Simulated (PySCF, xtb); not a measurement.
Cl3Sb, SMILES [Cl][Sb+]([Cl])[Cl], charge +1, multiplicity 2.

Harmonic wavenumbers (cm⁻¹) from xtb with GFN2-xTB at its own minimum, in rising order: 79, 79, 100, 303, 304, 305.

Problem. What does PBE-D3(BJ)/def2-SVP in PySCF 2.14.0 give at its own minimum? (The exact figures need the calculation; the answer reports its results.)

Solution. 102, 102, 109, 343, 364, 364. Paired by order, the mean absolute difference is 36 cm⁻¹ and the zero-point energies are 1.7 and 2.0 kcal/mol.
